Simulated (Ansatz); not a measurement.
GaH4PS (`S[PH][GaH2]`). The species carries charge 0 and has multiplicity 1.

```xyz
7

S     0.7192   -0.1735    1.3419
P     1.2523   -0.4342   -0.7757
Ga   -0.9648    0.2804   -0.4843
H     0.4353   -1.4685    1.5604
H     1.8103    0.8721   -0.8038
H    -1.9985   -0.8877   -0.4160
H    -1.2539    1.8114   -0.4225
```

Problem. What are the harmonic wavenumbers in cm⁻¹ at PBE0-D4/def2-TZVP (Ansatz, finite differences of forces, unscaled)? (Estimate.)

Solution. Ansatz gave: 174, 302, 331, 387, 451, 472, 572, 633, 681, 715, 923, 1988, 2000, 2406, 2708.

Problem. Is this a minimum?

Solution. Yes, all 15 modes are real.

Problem. Give the ideal-gas thermochemistry at 298.15 K and 1 bar (rigid rotor, harmonic oscillator; point group C1, symmetry number 1).

Solution. Zero-point energy 88.2 kJ/mol; H(298) − E = 105.5 kJ/mol; entropy 320.2 J/(mol·K), of which translation 170.2, rotation 111.4, vibration 38.6; G(298) − E = 10.1 kJ/mol.

Problem. And at 400, 500, 600, 800 and 1000 K?

Solution. 
```json
{"T (K)": "400", "H − E (kJ/mol)": "115.4", "S (J/mol/K)": "348.5", "G − E (kJ/mol)": "-24.0"}
{"T (K)": "500", "H − E (kJ/mol)": "126.1", "S (J/mol/K)": "372.3", "G − E (kJ/mol)": "-60.1"}
{"T (K)": "600", "H − E (kJ/mol)": "137.5", "S (J/mol/K)": "393.2", "G − E (kJ/mol)": "-98.4"}
{"T (K)": "800", "H − E (kJ/mol)": "162.1", "S (J/mol/K)": "428.5", "G − E (kJ/mol)": "-180.7"}
{"T (K)": "1000", "H − E (kJ/mol)": "188.4", "S (J/mol/K)": "457.8", "G − E (kJ/mol)": "-269.4"}
```

Problem. Rotational constants (cm⁻¹)?

Solution. 0.197, 0.09643, 0.06876.
